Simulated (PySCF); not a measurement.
## The 12-electron isoelectronic series, spin-free X2C

Calculated with PySCF 2.14 from differences of total energies of unrestricted determinants, without spin-orbit coupling. Each ion has its own even-tempered basis scaled to its charge (18s12p4d4f for the first); frozen: 1s2. Ionisation energies in eV, correlation energies of the ion in mhartree.

| ion | configuration | UHF | MP2 (outer shells) | CCSD (outer shells) | CCSD(T) (outer shells) | LDA | PBE | PBE0 | E_corr MP2 | E_corr CCSD(T) | NIST (with spin-orbit, Breit and QED) |
| --- | --- | --- | --- | --- | --- | --- | --- | --- | --- | --- | --- |
| I⁴¹⁺ | [Ne] 3s2 (1S) | 3096.8 | 3100.3 | 3100.9 | 3101.0 | 3101.1 | 3103.3 | 3102.0 | -459.5 | -486.5 | 3096 ± 4 (t) |
| Xe⁴²⁺ | [Ne] 3s2 (1S) | 3243.1 | 3246.5 | 3247.2 | 3247.2 | 3247.4 | 3249.7 | 3248.4 | -460.7 | -487.3 | 3243 ± 4 (t) |
| Cs⁴³⁺ | [Ne] 3s2 (1S) | 3393.1 | 3396.5 | 3397.2 | 3397.2 | 3397.4 | 3399.8 | 3398.4 | -462.2 | -488.2 | 3392 ± 4 (t) |
| Ba⁴⁴⁺ | [Ne] 3s2 (1S) | 3546.8 | 3550.3 | 3550.9 | 3550.9 | 3551.2 | 3553.7 | 3552.3 | -463.3 | -488.8 | 3546 ± 4 (t) |
| La⁴⁵⁺ | [Ne] 3s2 (1S) | 3704.3 | 3707.8 | 3708.4 | 3708.4 | 3708.7 | 3711.4 | 3709.9 | -464.7 | -489.6 | 3704 ± 4 (t) |
| Ce⁴⁶⁺ | [Ne] 3s2 (1S) | 3865.6 | 3869.1 | 3869.7 | 3869.7 | 3870.1 | 3872.8 | 3871.3 | -465.8 | -490.2 | 3865 ± 4 (t) |
| Pr⁴⁷⁺ | [Ne] 3s2 (1S) | 4031.1 | 4034.5 | 4035.1 | 4035.1 | 4035.5 | 4038.4 | 4036.8 | -467.0 | -490.8 | 4030 ± 4 (t) |
| Nd⁴⁸⁺ | [Ne] 3s2 (1S) | 4199.8 | 4203.3 | 4203.9 | 4203.9 | 4204.3 | 4207.3 | 4205.7 | -468.1 | -491.3 | 4198 ± 4 (t) |
| Pm⁴⁹⁺ | [Ne] 3s2 (1S) | 4373.0 | 4376.5 | 4377.1 | 4377.1 | 4377.6 | 4380.7 | 4379.0 | -469.3 | -491.8 | 4371 ± 4 (t) |
| Sm⁵⁰⁺ | [Ne] 3s2 (1S) | 4549.7 | 4553.2 | 4553.8 | 4553.8 | 4554.3 | 4557.5 | 4555.8 | -470.3 | -492.2 | 4548 ± 4 (t) |

Each ion has its own basis, which adds noise of up to about 0.1 % along the series.

NIST values marked (s) are semi-empirical, (t) theoretical. Open shells are high-spin determinants of the terms that Hund's rules give.
